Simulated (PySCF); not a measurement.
Spinor energies of Fe(8+) (iron, charge +8)

Start: [Ar]. Calculated with PySCF 2.14 in an even-tempered Gaussian basis (20 s from 0.12 bohr⁻², ratio 2.6; 14 p from 0.16 bohr⁻², ratio 2.6; 6 d from 0.17 bohr⁻², ratio 2.8; 3 f from 6.5 bohr⁻², ratio 2.8): generalised Hartree-Fock with the X2C-1e Hamiltonian and a Gaussian nucleus; spin-orbit coupling (SO) screened by Boettger's factors.

```json
{"spinor shell": "1s1/2", "electrons": "2", "ε, screened SO (eV)": "-7357.5", "weight of nominal j (screened SO)": "1.000", "rms radius, screened SO (bohr)": "0.0675"}
{"spinor shell": "2s1/2", "electrons": "2", "ε, screened SO (eV)": "-1069.7", "weight of nominal j (screened SO)": "1.000", "rms radius, screened SO (bohr)": "0.287"}
{"spinor shell": "2p1/2", "electrons": "2", "ε, screened SO (eV)": "-943.65", "weight of nominal j (screened SO)": "1.000", "rms radius, screened SO (bohr)": "0.257"}
{"spinor shell": "2p3/2", "electrons": "4", "ε, screened SO (eV)": "-930.80", "weight of nominal j (screened SO)": "1.000", "rms radius, screened SO (bohr)": "0.260"}
{"spinor shell": "3s1/2", "electrons": "2", "ε, screened SO (eV)": "-278.43", "weight of nominal j (screened SO)": "1.000", "rms radius, screened SO (bohr)": "0.797"}
{"spinor shell": "3p1/2", "electrons": "2", "ε, screened SO (eV)": "-235.61", "weight of nominal j (screened SO)": "1.000", "rms radius, screened SO (bohr)": "0.816"}
{"spinor shell": "3p3/2", "electrons": "4", "ε, screened SO (eV)": "-233.54", "weight of nominal j (screened SO)": "1.000", "rms radius, screened SO (bohr)": "0.822"}
```

```csv
quantity,screened SO
E (hartree),-1251.14111
M_J,0
⟨J²⟩,0.000
⟨L²⟩,0.001
⟨S²⟩,0.001
```
